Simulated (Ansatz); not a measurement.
A nudged elastic band was laid between two geometries of CH₃AuS (6 atoms, charge 0, multiplicity 1).

Method: Ansatz 0.2.0, RKS PBE-D4/def2-SVP.

```
movable images  : 5
climbing image  : yes
spring          : 5.0 eV/Å²
optimiser       : quadratic models (default)
start path      : IDPP
force threshold : 0.05 eV/Å
iteration limit : 60
end points      : relaxed
```

Image 0:

```xyz
6
Properties=species:S:1:pos:R:3
C -0.366 0.379 -0.312
S 0.029 -1.366 0.064
Au 1.824 -1.244 1.448
H -1.243 0.321 -0.990
H 0.455 0.894 -0.846
H -0.658 0.951 0.589
```

Image 6:

```xyz
6
Properties=species:S:1:pos:R:3
C -0.363 0.450 -0.193
S 0.052 -0.722 1.147
Au 1.801 -1.912 0.323
H -0.693 -0.062 -1.117
H 0.464 1.150 -0.414
H -1.219 1.033 0.208
```

Q: What changes between the two ends?

A: No bond is made or broken. The dihedral H5–C1–S2–Au3 goes from 63 to -63°. The two ends are copies of one structure, up to a mirror image or an exchange of like atoms.

Q: Give the energies along the band, and the barrier.

A: It converged. The highest image is number 3 of 0 to 6, 0.074 eV above the ends, which have the same energy within 2 meV. A vibrational analysis at the climbing image gives one clearly imaginary mode, 178i cm⁻¹: a first-order saddle point.

```csv
image,path coordinate (Å),energy (eV),dihedral H5–C1–S2–Au3 (°)
0,0.00,0.000,63
1,0.39,0.018,43
2,0.78,0.055,22
3,1.16,0.074,0
4,1.55,0.055,-22
5,1.94,0.018,-43
6,2.33,0.000,-63
```

Q: What is the geometry of the highest image?

A: 
```xyz
6
Properties=species:S:1:pos:R:3
C -0.416 0.412 -0.230
S -0.185 -1.191 0.645
Au 2.057 -1.504 0.768
H -1.000 0.240 -1.156
H 0.550 0.868 -0.503
H -0.965 1.111 0.430
```

Q: What are the harmonic wavenumbers there?

A: 178i, 185, 349, 677, 888, 908, 1264, 1386, 1397, 2985, 3081, 3124 cm⁻¹.

Run time: 25 s on 1 thread of Intel(R) Xeon(R) 6975P-C (Granite Rapids), on a shared host, peak memory 0.18 GiB.
